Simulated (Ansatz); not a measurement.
Calculated with Ansatz (gas phase, PBE0-D4/def2-TZVP geometries, no zero-point term in ΔE). CBS: MP2 limit from def2 TZ/QZ plus the TZ coupled-cluster correction, frozen cores. DFT in def2-TZVPP. B3LYP here is the variant with VWN-RPA as its local correlation; programs differ in this. Each species was taken in one conformer, which may not be the lowest.

`FC[SiH]([SiH3])[SiH3]` + `NC[SiH2]S` → `NC[SiH2]S[SiH3]` + `FC[SiH2][SiH3]`  (cleavage of the Si–Si bond)

Question: Is it downhill or uphill in electronic energy at CCSD(T)/CBS, and by how much? (Estimate.)

Answer: Computed: Downhill: ΔE = -55.6 kJ/mol.

Question: What do these levels give: PBE-D4, r2SCAN-D4, B3LYP-D4, ωB97X-V, B2PLYP, r2SCAN, PBE0, B3LYP, HF/def2-QZVPP, MP2/def2-QZVPP, HF/CBS(def2), MP2/CBS(def2)? (Estimate.)

Answer: The calculation gave: PBE-D4 -48.0, r2SCAN-D4 -54.4, B3LYP-D4 -54.2, ωB97X-V -53.5, B2PLYP -55.1, r2SCAN -54.0, PBE0 -48.4, B3LYP -50.5, HF/def2-QZVPP -58.1, MP2/def2-QZVPP -63.7, HF/CBS(def2) -58.2, MP2/CBS(def2) -64.8 kJ/mol.

Largest T1 diagnostic among the species: 0.013.

The D4 term adds −3.6 kJ/mol with B3LYP and −1.8 kJ/mol with PBE0; it sums over pairs of atoms, weighted by their polarisabilities, and B3LYP, whose exchange is more repulsive, gets the larger term.
